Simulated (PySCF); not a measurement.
BBrCl₂ (SMILES ClB(Cl)Br), singlet, geometry from GFN2-xTB. Base run: PBE/cc-pVDZ, polarisability run with PySCF.

Input for PySCF:
```python
from pyscf import gto, scf, dft
from pyscf.prop import polarizability

mol = gto.Mole()
mol.atom = '''
    B     0.28589783   -0.29983158    0.27163113
    Cl    1.93110362   -0.55152649   -0.17453163
    Cl   -0.33431165   -0.99367656    1.72181490
    Br   -0.81642722    0.79336028   -0.79034203
'''
mol.basis = 'cc-pvdz'
mol.verbose = 4
mol.build()

mf = dft.RKS(mol)
mf.xc = 'pbe'
mf.kernel()
alpha = mf.Polarizability().polarizability()[2, 2]
print('alpha_zz =', alpha)
```

Each row names what was changed in the base input (with any setting that the change needs).

```csv
change,alpha_zz (bohr³),basis functions,core-seconds (rough)
base,47.75,77,10
finite field (a.u.) = 0.005; conv_tol = 1e-11,47.75,77,10
finite field (a.u.) = 2e-4; conv_tol = 1e-6,47.43,77,6
basis = 6-31G*,?,?,8
basis = STO-3G,22.11,41,3
basis = 6-31G,45.48,62,5
functional = camb3lyp,45.36,77,20
finite field (a.u.) = 2e-4; conv_tol = 1e-11,47.75,77,9
finite field (a.u.) = 0.001; conv_tol = 1e-6,47.39,77,6
"functional = lda,vwn",47.77,77,6
finite field (a.u.) = 0.02; conv_tol = 1e-11,47.79,77,20
finite field (a.u.) = 0.05; conv_tol = 1e-11,47.98,77,10
```

### Question
Some entries are withheld; supply them.

### Answer

- basis = 6-31G*, alpha_zz (bohr³): 49.36
- basis = 6-31G*, basis functions: 82

Finite-field rows take the second difference of the energy in a field along z; a small field with loose convergence shows SCF noise divided by the square of the field, and a large one adds hyperpolarisability.
